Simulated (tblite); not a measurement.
Species: C5H15GaOSi.
Numbering: `[CH3:1][CH2:2][C@H:3]([SiH2:4][CH3:5])[GaH:6][O:7][CH3:8]` (hydrogens: H9, H10, H11 on C1; H12, H13 on C2; H14 on C3; H15, H16 on Si4; H17, H18, H19 on C5; H20 on Ga6; H21, H22, H23 on C8)

Computed with GFN2-xTB (tblite), gas phase: L-BFGS steps from a force-field or distance-geometry start until the largest atomic force falls under 0.01 eV/Å.

Step 158: E = -689.7787 eV
```
atom  x, y, z in Å  |  force x, y, z in eV/Å
C1     -2.6969   -1.6671    0.4298    0.003   0.016   0.018
C2     -1.4746   -1.3983   -0.4408    0.006   0.008   0.001
C3     -0.2675   -0.9157    0.3657   -0.018  -0.025   0.010
Si4    -0.4583    0.7216    1.3156   -0.021   0.024  -0.020
C5     -0.9157    2.0331    0.0165    0.010   0.006  -0.004
Ga6     1.1936   -0.5882   -1.0499   -0.011  -0.001   0.007
O7      2.7202    0.1827   -0.9001    0.030   0.000   0.016
C8      3.8726    0.8496   -0.4390   -0.017   0.023  -0.008
H9     -3.0401   -0.7416    0.8862   -0.017  -0.013   0.013
H10    -2.4514   -2.3690    1.2248    0.003  -0.001  -0.022
H11    -3.5125   -2.0830   -0.1596    0.042  -0.003  -0.015
H12    -1.2066   -2.3162   -0.9827    0.003   0.011   0.011
H13    -1.7270   -0.6488   -1.2007   -0.019  -0.015  -0.001
H14     0.0446   -1.6992    1.0643    0.008  -0.004   0.011
H15    -1.5162    0.6696    2.3399    0.011  -0.028  -0.001
H16     0.8182    1.0613    1.9694   -0.015  -0.010   0.011
H17    -0.0962    2.1315   -0.7000   -0.034   0.000  -0.018
H18    -1.8099    1.7456   -0.5334    0.038   0.054   0.013
H19    -1.0960    3.0091    0.4554    0.010  -0.010  -0.010
H20     1.0700   -1.0370   -2.5490   -0.004  -0.008   0.003
H21     3.6440    1.8991   -0.2308    0.012  -0.017  -0.006
H22     4.6496    0.8017   -1.2070   -0.009   0.002   0.004
H23     4.2514    0.3861    0.4758   -0.010  -0.006  -0.012
```

Step 159: E = -689.7793 eV
```
atom  x, y, z in Å  |  force x, y, z in eV/Å
C1     -2.7008   -1.6653    0.4294   -0.007   0.003   0.018
C2     -1.4768   -1.3990   -0.4400   -0.005   0.014   0.006
C3     -0.2680   -0.9191    0.3653   -0.020  -0.015   0.013
Si4    -0.4555    0.7186    1.3162   -0.010   0.023  -0.047
C5     -0.9058    2.0345    0.0183    0.008   0.007  -0.001
Ga6     1.1963   -0.5957   -1.0488   -0.008   0.000   0.002
O7      2.7207    0.1826   -0.9048    0.020  -0.011   0.011
C8      3.8673    0.8579   -0.4413   -0.038   0.018  -0.001
H9     -3.0441   -0.7410    0.8878   -0.012  -0.006   0.005
H10    -2.4603   -2.3697    1.2235    0.018  -0.003  -0.018
H11    -3.5157   -2.0798   -0.1621    0.041   0.007  -0.016
H12    -1.2128   -2.3178   -0.9813    0.015   0.001   0.004
H13    -1.7279   -0.6496   -1.2005   -0.018  -0.011   0.002
H14     0.0429   -1.7028    1.0641    0.005  -0.007   0.012
H15    -1.5149    0.6643    2.3370   -0.004  -0.023   0.015
H16     0.8207    1.0530    1.9727   -0.011  -0.008   0.014
H17    -0.0853    2.1314   -0.6973   -0.033  -0.003  -0.015
H18    -1.8001    1.7511   -0.5336    0.036   0.050   0.013
H19    -1.0838    3.0110    0.4576    0.012  -0.018  -0.007
H20     1.0783   -1.0558   -2.5455   -0.003  -0.006   0.006
H21     3.6296    1.9055   -0.2358    0.020  -0.005  -0.008
H22     4.6469    0.8137   -1.2070   -0.008   0.000   0.010
H23     4.2444    0.3989    0.4765    0.001  -0.007  -0.017
```

Problem. Estimate the geometry and energy of step 160. (The exact step hangs on the optimiser's Hessian estimate; all steps are aligned on step 159, rigid shifts and turns removed.)

Solution. E = -689.7799 eV, largest force 0.061 eV/Å
```
atom  x, y, z in Å  |  force x, y, z in eV/Å
C1     -2.7060   -1.6624    0.4279   -0.014  -0.009   0.015
C2     -1.4792   -1.3993   -0.4389   -0.017   0.012   0.007
C3     -0.2686   -0.9256    0.3666   -0.017   0.001   0.014
Si4    -0.4508    0.7134    1.3166    0.004   0.019  -0.058
C5     -0.8894    2.0351    0.0207    0.001   0.012  -0.006
Ga6     1.1989   -0.6090   -1.0465   -0.004   0.002   0.001
O7      2.7193    0.1803   -0.9100    0.015  -0.012   0.008
C8      3.8563    0.8709   -0.4445   -0.057   0.006   0.010
H9     -3.0486   -0.7393    0.8889   -0.008  -0.001  -0.003
H10    -2.4723   -2.3708    1.2202    0.033  -0.005  -0.011
H11    -3.5195   -2.0737   -0.1679    0.034   0.015  -0.015
H12    -1.2200   -2.3187   -0.9807    0.024  -0.011  -0.003
H13    -1.7273   -0.6489   -1.1994   -0.015  -0.006   0.006
H14     0.0395   -1.7102    1.0657   -0.002  -0.006   0.011
H15    -1.5118    0.6584    2.3347   -0.016  -0.016   0.024
H16     0.8249    1.0414    1.9765   -0.005  -0.007   0.018
H17    -0.0680    2.1297   -0.6939   -0.023  -0.007  -0.011
H18    -1.7840    1.7600   -0.5344    0.026   0.040   0.012
H19    -1.0628    3.0117    0.4617    0.015  -0.018  -0.001
H20     1.0880   -1.0848   -2.5391   -0.003  -0.005   0.007
H21     3.6045    1.9163   -0.2442    0.026  -0.003  -0.007
H22     4.6393    0.8326   -1.2070   -0.006  -0.002   0.013
H23     4.2329    0.4195    0.4775    0.010   0.002  -0.028
```

The energy changes by -0.0006 eV. The first-order estimate −F·Δx gives -0.0009 eV and the mean of the old and new forces, exact on a quadratic surface, -0.0006 eV. The step makes an angle of 85° with the force vector and moves no atom by more than 0.031 Å.

What follows is the cost of the whole relaxation. On an AMD EPYC 9R45 with one thread, shared host with 96 logical CPUs at a one-minute load of 45, this took 1.8 s wall.
